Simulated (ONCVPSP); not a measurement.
**Before and after: ONCV potential for Ag (Z = 47)**

- Element: Ag
- Generator: ONCVPSP 4.0.1
- Type: optimised norm-conserving Vanderbilt (ONCV)
- Functional: PW91
- Relativity: scalar-relativistic
- Frozen core: [Kr]
- Valence charge: 11
- Reference configuration: 4d10 5p1
- Partial waves: s scattering state at 0.39 Ha: rc 2.65 bohr, ncon 4, nbas 7, qcut 2.3 1/bohr, 3 projectors, debl 2.1 Ha; 5p: rc 2.95 bohr, ncon 4, nbas 8, qcut 3.2 1/bohr, 1 projector; 4d: rc 1.90 bohr, ncon 4, nbas 9, qcut 9.2 1/bohr, 3 projectors, debl 3.7 Ha
- Local potential: polynomial inside 1.35 bohr (lpopt 4, dvloc0 2 Ha)
- Core correction: Teter function, fcfact 5, rcfact 1.2

In the s channel the program set the typed energies aside and used 0.050, 2.150, 4.250 Ha.

Change: all radii but the core radius scaled by about 1.13 (s 3.00, p 3.34, d 2.14 bohr); local potential polynomial inside 1.52 bohr (lpopt 4, dvloc0 2 Ha).

Cutoffs: the cutoffs (Ha) at which the residual kinetic energy of the hardest occupied pseudo-wave falls to 1 and 0.1 mHa per electron; they do not see the model core or the augmentation charge, which bear on the density cutoff. Errors are all-electron minus pseudo energies relative to the spin-unpolarised reference configuration.

Problem. How do hardness, ghosts and transferability respond?

Solution. The potential gets softer (27 Ha and 32 Ha → 25 Ha and 29 Ha); the lowest positive-energy flag moves from p at 20.8 eV to s at 164.2 eV; of the 4 tests that both files solve, the error grows in 1 and shrinks in 2 by more than 15 % and 0.3 meV (median size 2.0 → 1.2 meV); neither file shows a bound ghost. A larger radius leaves more room for a smooth pseudo-wave, so fewer plane waves are needed.

| quantity | base | changed |
| --- | --- | --- |
| cutoff, loose | 27 Ha | 25 Ha |
| cutoff, tight | 32 Ha | 29 Ha |
| loose cutoff by channel | p 2.4 Ha, d 27 Ha | p 1.6 Ha, d 25 Ha |
| bound ghosts | none | none |
| GHOST(+) flags under 300 eV | p at 20.8 eV, s at 157.0 eV | s at 164.2 eV |
| error for 4d10 5s1 5p0, meV [ΔE -3.90 eV] | +2.7 | -1.1 |
| error for 4d10 5p0, meV [ΔE 3.92 eV] | +1.3 | +1.1 |
| error for 4d9 5p0, meV [ΔE 26.12 eV] | +6.2 | +4.0 |
| error for 4d10 5s0.5 5p0, meV [ΔE -0.86 eV] | +0.3 | -1.3 |
| rms error of d²Exc/dni dnj with the model core, mHa | 2.32 | 2.36 |
